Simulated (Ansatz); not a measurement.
The cluster Si₆Ge⁻: single points at one geometry.

```yaml
crystal:
  periodic: [false, false, false]
  atoms:
    - {symbol: Si, position_ang: [0.378204, 1.003425, 0.383729]}
    - {symbol: Si, position_ang: [-0.824342, 2.449694, -0.935968]}
    - {symbol: Si, position_ang: [1.929076, -0.954463, 1.043319]}
    - {symbol: Si, position_ang: [-1.276569, 0.221868, -1.251870]}
    - {symbol: Si, position_ang: [0.000778, -1.538175, -0.074041]}
    - {symbol: Si, position_ang: [1.507740, 0.925579, 2.380927]}
    - {symbol: Ge, position_ang: [-1.714897, -2.107918, -1.546096]}
basis:
  gaussian: {orbitals: def2-TZVPD, initial_orbitals: start.molden}
total_charge: -1
magnetization: {spin_polarized: true, initial_magnetization: 1}
hamiltonian: {xc: pbe, dispersion: d4}
scf: {omitted_lower_state_checks: [starts]}
output: {forces: true, orbitals: {seedname: orbitals}}
```

The file start.molden holds the orbitals of an earlier run on this structure, at another level or in another basis.

```sh
$ ansatz run in.yaml --threads 4 --pin off --events-out ev --progress --plain --max-ram 4787MiB
```

It prints (some lines left out):

```
Functional definition: PBE
2023 factors; their error is unknown
mean field evaluation 1: about -103753.5091 eV, gradient 1.2e1 eV
mean field evaluation 2: about -103753.7092 eV, gradient 3.4e-1 eV
mean field evaluation 4: about -103753.6917 eV, gradient 3.6e-2 eV
mean field evaluation 8: about -103753.6917 eV, gradient 1.8e-5 eV
mean field -103753.69167853 eV, -3812.8778424080 hartree, gradient 1.8e-5 eV, S^2 0.756814; 0 other end points of the search recorded, 0 dependent functions left out
reference -103753.69172503 eV, -3812.8778441166 hartree; 59, 58 occupied and 253, 254 virtual orbitals, 2023 factors
Total energy: -103754.30018285 eV, -3812.9002045291 hartree
Atom 0 at     0.378204     1.003425     0.383729 Å, force    -0.022028    -0.095114    -0.010254 eV/Å
Atom 1 at    -0.824342     2.449694    -0.935968 Å, force     0.034210    -0.163624     0.050448 eV/Å
Atom 2 at     1.929076    -0.954463     1.043319 Å, force    -0.159398     0.120448    -0.000235 eV/Å
Atom 3 at    -1.276569     0.221868    -1.251870 Å, force     0.108494     0.012752     0.098339 eV/Å
Atom 4 at     0.000778    -1.538175    -0.074041 Å, force     0.007521     0.125505    -0.030822 eV/Å
Atom 5 at     1.507740     0.925579     2.380927 Å, force    -0.022433    -0.069043    -0.152769 eV/Å
Atom 6 at    -1.714897    -2.107918    -1.546096 Å, force     0.053633     0.069076     0.045292 eV/Å
Dipole moment:    -0.311968    -0.523821    -0.307263 e Å
Checks for a lower state left out: starts
```

Run time 16 s (4 threads of Intel Xeon Platinum 8175M on a shared host), peak host memory 0.88 GiB.

First input, but with `hamiltonian: {xc: pbe0, dispersion: d4}`, `output: {orbitals: {seedname: orbitals}}` (abridged; 32 s):

```
Functional definition: PBE0
the host lacks memory for fits, so the integrals are decomposed
mean field -103758.50948649 eV, -3813.0548935849 hartree, gradient 1.9e-5 eV, S^2 0.769144
Total energy: -103759.04411163 eV, -3813.0745406961 hartree
Checks for a lower state left out: starts
```

First input, but with `gaussian: {orbitals: STO-3G}`, `hamiltonian: {xc: hf}`, `output: {orbitals: {seedname: orbitals}}` (abridged; 2.4 s):

```
Functional definition: HF
mean field evaluation 16: about -102449.4046 eV, gradient 2.3e-2 eV
mean field -102449.40034095 eV, -3764.9460198324 hartree, gradient 3.1e-5 eV, S^2 2.281609
Total energy: -102449.40034095 eV, -3764.9460198324 hartree
Checks for a lower state left out: starts
```

First input, but with `hamiltonian: {xc: pbe}`, `correlation: {method: rpa}` and without the key `output` (abridged; 21 s):

```
Functional definition: PBE
mean field -103753.69165949 eV, -3812.8778417082 hartree, gradient 2.4e-6 eV, S^2 0.756814
39 core orbitals not correlated: weight in the atoms' cores, before any rotation towards them, 1.000 or more for the frozen orbitals, at most 0.000 for the correlated occupied ones
Total energy: -103683.79461897 eV, -3810.3091728470 hartree
Checks for a lower state left out: starts
```

First input, but with `correlation: {method: mp2}`, `output: {orbitals: {seedname: orbitals}}` and without the key `hamiltonian` (abridged; 44 s):

```
Functional definition: HF
mean field -103645.79979400 eV, -3808.9128887831 hartree, gradient 2.6e-6 eV, S^2 1.532301
39 core orbitals not correlated: weight in the atoms' cores, before any rotation towards them, 1.000 or more for the frozen orbitals, at most 0.000 for the correlated occupied ones
second order -24.86362895 eV of doubles, -0.00000000 eV of singles
Total energy: -103670.66342295 eV, -3809.8266102939 hartree
Checks for a lower state left out: starts
```

As the first input, with `hamiltonian: {xc: r2scan, dispersion: d4}`, `output: {orbitals: {seedname: orbitals}}` (abridged; 35 s):

```
Functional definition: r2SCAN
mean field -103780.98594908 eV, -3813.8808883500 hartree, gradient 2.7e-5 eV, S^2 0.768967
Total energy: -103781.11776245 eV, -3813.8857324018 hartree
Checks for a lower state left out: starts
```

The first input with `hamiltonian: {xc: {name: B97M-V}}`, `output: {orbitals: {seedname: orbitals}}` (abridged; 46 s):

```
Functional definition: B97M-V
mean field -103762.87832703 eV, -3813.2154455132 hartree, gradient 1.7e-5 eV, S^2 0.760556
Total energy: -103762.87839476 eV, -3813.2154480023 hartree
Checks for a lower state left out: starts
```

Geometry: PBE-D4/def2-SVPD.

Correlated methods freeze 39 core orbitals; core or outer-core shells of Ge are correlated, in sets that lack core-valence functions. At HF/STO-3G, MP2/def2-TZVPD the charge -1 doublet is spin-contaminated (final ⟨S²⟩ up to 2.28, 0.75 for a pure state). At HF/STO-3G the highest occupied level of the charge -1 doublet lies above zero (up to 2.88 eV). In Hartree–Fock with STO-3G the lack of diffuse functions raises the level. Another isomer (doublet) lies 1.40 eV lower at PBE0-D4/def2-TZVPD; other spin states weren't run for this one.
